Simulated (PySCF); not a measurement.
## Removing an electron from `C=C(C)c1ccoc1`

Compound: C7H8O.
Atom-mapped SMILES: `[CH2:1]=[C:2]([CH3:3])[c:4]1[cH:5][cH:6][o:7][cH:8]1` (hydrogens: H9, H10 on C1; H11, H12, H13 on C3; H14 on C5; H15 on C6; H16 on C8)

Structure used (PBE0-D3(BJ)/def2-SVP), in Å, numbered top down from 1:
```
atom  x, y, z in Å
C1    -1.487    0.266   -1.536
C2    -1.006   -0.060   -0.326
C3    -1.918   -0.432    0.807
C4     0.432   -0.071   -0.041
C5     1.528    0.234   -0.924
C6     2.662    0.081   -0.192
O7     2.365   -0.292    1.070
C8     1.025   -0.382    1.157
H9    -2.562    0.268   -1.731
H10   -0.832    0.538   -2.366
H11   -1.783    0.249    1.663
H12   -1.703   -1.451    1.169
H13   -2.972   -0.393    0.502
H14    1.472    0.527   -1.970
H15    3.718    0.197   -0.422
H16    0.627   -0.676    2.124
```

Level: CAM-B3LYP/def2-SVPD (PySCF). Frontier orbitals with their largest atomic shares (Löwdin; up to four atoms above 4 %):

```json
{"orbital": "HOMO−3", "ε (eV)": "-11.38", "main atoms": "C3 20 %, C2 19 %, C1 16 %, C4 11 %"}
{"orbital": "HOMO−2", "ε (eV)": "-10.29", "main atoms": "C4 23 %, C2 16 %, O7 15 %, C5 11 %"}
{"orbital": "HOMO−1", "ε (eV)": "-8.55", "main atoms": "C5 28 %, C6 21 %, O7 11 %, C1 11 %"}
{"orbital": "HOMO", "ε (eV)": "-7.64", "main atoms": "?"}
{"orbital": "LUMO", "ε (eV)": "0.56", "main atoms": "C1 24 %, C2 18 %, C8 17 %, C4 11 %"}
{"orbital": "LUMO+1", "ε (eV)": "1.35", "main atoms": "C3 15 %, C1 11 %, C8 10 %, C6 7 %"}
{"orbital": "LUMO+2", "ε (eV)": "1.50", "main atoms": "C6 27 %, C5 23 %, O7 14 %, H15 7 %"}
```

**Question.** What vertical ionisation energy does ΔSCF give, and how far is −ε(HOMO) from it?

**Answer.** ΔSCF: 8.33 eV (804 kJ/mol; threshold wavelength 149 nm); ⟨S²⟩ of the doublet left behind is 0.791, against 0.75 for a pure doublet. −ε(HOMO) is 7.64 eV, 0.69 eV below it. In exact Kohn–Sham theory the two would be equal; CAM-B3LYP (range-separated hybrid) falls short of its own ΔSCF value by 8 %.

**Question.** On which atoms does the HOMO lie?

**Answer.** C8 (aromatic CH next to a ring oxygen) 23 %, C1 (terminal =CH2 carbon) 19 %, C4 (substituted aromatic carbon) 16 %, C2 (fully substituted alkene carbon) 13 %, so no atom holds as much as 40 %. The HOMO−1 lies 0.91 eV lower.

**Question.** Shift the occupied levels rigidly so that −ε(HOMO) equals the ΔSCF value. What binding energies result?

**Answer.** The shift is +0.69 eV: HOMO 8.33, HOMO−1 9.24, HOMO−2 10.98, HOMO−3 12.07 eV. A rigid shift is only a rough guide to the deeper ionisations.

**Question.** With α = 85.6 au, estimate the like-pair dispersion coefficient by London's formula C6 = (3/4)α²I.

**Answer.** I = 0.3061 Eh, so C6 ≈ 1680 au, a rough estimate.

Isolated species at its PBE0-D3(BJ)/def2-SVP geometry (one conformer only).
